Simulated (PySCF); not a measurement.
SMILES C#Cc1ccccc1C=O (C9H6O) (GFN2-xTB optimised geometry):

```
16

C     -2.106    -2.333     0.000
C     -1.425    -1.343     0.000
C     -0.683    -0.139     0.000
C     -1.366     1.077     0.000
C     -0.669     2.271     0.000
C      0.720     2.274     0.000
C      1.407     1.077     0.000
C      0.723    -0.139     0.000
C      1.480    -1.395     0.000
O      2.683    -1.475     0.000
H     -2.683    -3.209     0.000
H     -2.446     1.073     0.000
H     -1.210     3.205     0.000
H      1.259     3.209     0.000
H      2.487     1.050     0.000
H      0.844    -2.301     0.001
```

Computed with PBE/def2-TZVP (PySCF).

What are the frontier orbital energies and the dipole moment?

HOMO-2 -6.94 eV, HOMO-1 -6.37 eV, HOMO -5.80 eV, LUMO -3.02 eV, LUMO+1 -2.13 eV; dipole moment 3.30 D.

Meta-Löwdin charges at PBE/def2-TZVP: C1 -0.20, C2 -0.03, C3 0.01, C4 -0.11, C5 -0.10, C6 -0.11, C7 -0.09, C8 -0.04, C9 0.24, O10 -0.37, H11 0.18, H12 0.14, H13 0.13, H14 0.13, H15 0.14, H16 0.08.
